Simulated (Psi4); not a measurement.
H$_{2}$OSi, triplet, at a GFN2-xTB geometry (a higher spin typed on purpose: for a closed-shell molecule this is an excited state). Base run: HF/6-31G* (Psi4).

The Psi4 input:
```
memory 2 GB

molecule mol {
0 3
  Si    0.069571   -0.443741    0.003927
  O    -0.170581    1.088008   -0.009628
  H    -0.994434   -1.432479   -0.000590
  H     1.385088   -1.059205    0.022639
}

set basis 6-31g*
set reference uhf

energy('scf')
print_variables()
```

Variants of this job, named by their change:

| change | ΔE vs base (eV) | point group used | SCF cycles |
|---|---|---|---|
| base | 0.00 | c1 | 11 |
| molecule keys = no_reorient | 0.00 | c1 | 11 |
| molecule keys = symmetry c1 | 0.00 | c1 | 11 |
| molecule keys = symmetry c1, no_reorient, no_com | 0.00 | c1 | 11 |
| jitter_ang = 0.002 | 0.01 | c1 | 12 |

Open shells are given as the SCF converged; they aren't shown to be the lowest states, and a large step between rows can be another state.
